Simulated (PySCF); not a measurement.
CH₅BiOTe₂, SMILES [TeH][Bi]([O]C)[TeH] at its B3LYP/def2-SVP optimised geometry (Å):

```
10

Bi    -0.6093    -0.6624     0.0000
O     -1.0819    -1.0869    -2.0158
C     -0.4743    -0.4960    -3.1342
H      0.6126    -0.7067    -3.1909
H     -0.9458    -0.9137    -4.0425
H     -0.6050     0.6044    -3.1619
Te     2.3032    -0.6624     0.0000
H      2.2855    -2.2491     0.5358
Te    -0.6607     2.2491     0.0000
H     -2.3032     2.2121    -0.3250
```

Level of theory: B3LYP/def2-TZVP, def2 effective core potentials past Kr (PySCF). The core electrons that the potentials of Bi, Te replace are not part of the density. Cells within 0.4 Å of a nucleus heavier than hydrogen are left out (blank, or x).

Map of the electron localisation function on the plane z = 0.0 Å:

```
|000000000012221000000000000|
|000000000234554200000000000|
|000000011356776420000000000|
|000023323466777631000000000|
|000378864432367641000000000|
|001899996246426741000000000|
|00399999628xx34641000000000|
|00399999628xx34530000000000|
|002899996246524410000000000|
|000378764322245200001221000|
|000011112466664100135554210|
|000000002455542112466776520|
|000000013332222235544677641|
|000000134345532465233257752|
|00000135447x7524633xx537753|
|00000245447xx624625xx726752|
|00000256546x75346337x525641|
|000002465445433444222235421|
|000001356544443224555553210|
|000000245666542114799852100|
|000000124555420004899972000|
|000000012233200004999972000|
|000000000010000003899861000|
|000000000000000001477520000|
|000000000000000000011000000|
|000000000000000000000000000|
|000000000000000000000000000|
```
Scale: ten equal steps from 0.000 (start of '0') to 0.997 (end of '9'), in the order '0123456789'; x runs from -4.50 to 4.50, y from -4.50 (bottom) to 4.50 (top).
